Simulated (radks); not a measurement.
Values are calculated unless marked as measured or tabulated.
Task: The mean radii <r> (bohr) of the occupied orbitals of an atom or ion are listed with their occupations. Level of theory: non-relativistic Kohn-Sham, LDA (Slater exchange, Perdew-Wang correlation), spin-polarised, spherical densities, point nucleus (a radial shooting solver on a logarithmic mesh with Libxc functionals).

orbital  occ.      <r>
1s up       1  0.04950
1s down     1  0.04950
2s up       1   0.2219
2s down     1   0.2219
2p up       3   0.1924
2p down     3   0.1924
3s up       1   0.6640
3s down     1   0.6639
3p up       3   0.6848
3p down     3   0.6846
3d up       5   0.8080
3d down     5   0.8047
4s up       1    2.374
4s down     1    2.366
4p up       1    3.336

Name the element and its charge. Open shells, if any, are filled with parallel spins first.

Result: Z = 31, gallium, charge 0: Ga in [Ar] 3d10 4s2 4p1. The 1s radius gives Z: for a bare nucleus <r> = 1.5/Z, 0.04839 bohr for Z = 31, and screening makes it slightly larger (0.04950 here). The occupations add up to 31, and the charge is Z minus that.
